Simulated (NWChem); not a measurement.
MgHSeBr; SMILES [SeH][Mg][Br]

```xyz
4

Mg     0.0011    -0.0313     0.0000
Br     0.0118    -2.3916     0.0000
Se     0.0304     2.4030     0.0000
H     -1.4581     2.3822     0.0000
```
Atoms are numbered in this order, from 1.

Computed with NWChem. Geometry: optimised at PBE-D3(BJ)/def2-SVP.

For level PBE/cc-pVTZ:

```yaml
highest occupied level (eV): -6.01
```

Estimate the same quantities for level PBE/cc-pVDZ.


* **highest occupied level (eV)**: -5.86
